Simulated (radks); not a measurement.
Values are calculated unless marked as measured or tabulated.
Task: These are the eigenvalues of the occupied orbitals of an atom or ion with whole-number occupations (hartree). Code: a radial shooting solver on a logarithmic mesh with Libxc functionals. Model: non-relativistic Kohn-Sham, TPSS, spin-polarised, spherical densities, point nucleus; meta-GGA in the generalised Kohn-Sham scheme.

1s: -2857.449
2s: -558.8290
2p: -541.5362
3s: -200.5912
3p: -192.6616
3d: -178.2658
4s: -101.0718

Which element is it, and in what charge state? The configuration may be excited. Open shells, if any, are filled with parallel spins first.

Result: Z = 80, mercury, charge +50: Hg50+ in [Ar] 3d10 4s2. The list shows which subshells hold electrons but not how many an open one holds; the 1s level, -2857.4 hartree, gives Z - s = 75.6 by -(Z - s)^2/2, which with screening narrows Z to a few neighbours, and the depths of the outer levels then fix element, charge and occupations together.
